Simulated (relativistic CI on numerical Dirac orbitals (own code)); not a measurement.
# The 20-electron sequence from Nd⁴⁰⁺ to Au⁵⁹⁺

Calculated at this level of theory: Dirac-Coulomb-Breit CI, orbitals from a KLI potential per configuration, model QED, unscaled Slater integrals (own radial code, finite nucleus).

Configuration list (outside the closed core [Ne]): 3s²3p⁶3d², 3s²3p⁶4s², 3s²3p⁶3d4s, 3s²3p⁵3d³, 3s3p⁶3d³, 3p⁶3d⁴, 3s²3p⁶3d4p. Levels of other configurations are missing.

Energies above each ion's lowest level, in eV. Levels are followed by their leading LS label, which can pass from one level to another where the coupling changes.

| Ion | 3s²3p⁶3d² ³F2 | 3s²3p⁶3d² ³P0 | 3s²3p⁶3d² ³F3 | 3s²3p⁶3d² ³P2 | 3s²3p⁶3d² ¹G4 | 3s²3p⁶3d² ³P1 | 3s²3p⁶3d² ³F4 |
| --- | --- | --- | --- | --- | --- | --- | --- |
| Nd⁴⁰⁺ | 0 | 17.028 | 25.095 | 33.445 | 35.056 | 36.701 | 57.471 |
| Pm⁴¹⁺ | 0 | 17.53 | 27.343 | 35.86 | 37.634 | 39.23 | 62.022 |
| Sm⁴²⁺ | 0 | 18.033 | 29.736 | 38.42 | 40.35 | 41.906 | 66.871 |
| Eu⁴³⁺ | 0 | 18.535 | 32.281 | 41.133 | 43.21 | 44.736 | 72.028 |
| Gd⁴⁴⁺ | 0 | 19.038 | 34.984 | 44.005 | 46.222 | 47.726 | 77.507 |
| Tb⁴⁵⁺ | 0 | 19.542 | 37.852 | 47.042 | 49.393 | 50.881 | 83.319 |
| Dy⁴⁶⁺ | 0 | 20.045 | 40.89 | 50.25 | 52.728 | 54.209 | 89.476 |
| Ho⁴⁷⁺ | 0 | 20.549 | 44.105 | 53.636 | 56.235 | 57.717 | 95.991 |
| Er⁴⁸⁺ | 0 | 21.053 | 47.504 | 57.207 | 59.922 | 61.41 | 102.88 |
| Tm⁴⁹⁺ | 0 | 21.558 | 51.094 | 60.97 | 63.795 | 65.296 | 110.15 |
| Yb⁵⁰⁺ | 0 | 22.063 | 54.883 | 64.931 | 67.861 | 69.382 | 117.82 |
| Lu⁵¹⁺ | 0 | 22.568 | 58.876 | 69.098 | 72.129 | 73.675 | 125.9 |
| Hf⁵²⁺ | 0 | 23.075 | 63.082 | 73.479 | 76.606 | 78.183 | 134.42 |
| Ta⁵³⁺ | ? | ? | ? | ? | ? | ? | ? |
| W⁵⁴⁺ | 0 | 24.09 | 72.162 | 82.91 | 86.217 | 87.873 | 152.78 |
| Re⁵⁵⁺ | 0 | 24.598 | 77.051 | 87.976 | 91.366 | 93.07 | 162.66 |
| Os⁵⁶⁺ | 0 | 25.108 | 82.183 | 93.285 | 96.757 | 98.513 | 173.03 |
| Ir⁵⁷⁺ | 0 | 25.619 | 87.568 | 98.848 | 102.4 | 104.21 | 183.91 |
| Pt⁵⁸⁺ | 0 | 26.131 | 93.212 | 104.67 | 108.29 | 110.17 | 195.31 |
| Au⁵⁹⁺ | 0 | 26.645 | 99.124 | 110.76 | 114.45 | 116.4 | 207.24 |

Question: Fill in the row of Ta⁵³⁺.

Answer: 3s²3p⁶3d² ³F2 0, 3s²3p⁶3d² ³P0 23.582, 3s²3p⁶3d² ³F3 67.508, 3s²3p⁶3d² ³P2 78.08, 3s²3p⁶3d² ¹G4 81.299, 3s²3p⁶3d² ³P1 82.913, 3s²3p⁶3d² ³F4 143.37 (eV).

The lowest level keeps the configuration 3s²3p⁶3d² and J = 2 throughout.

Between Z = 76 and 79 the energy of 3s²3p⁶3d² ³P0 follows a local power law Z^1.5. For orientation: electrostatic splittings inside a shell grow about linearly with the screened charge, excitations that change n as its square, and fine structure as its fourth power; written in Z itself the exponents are larger, since the screened charge grows faster in proportion.
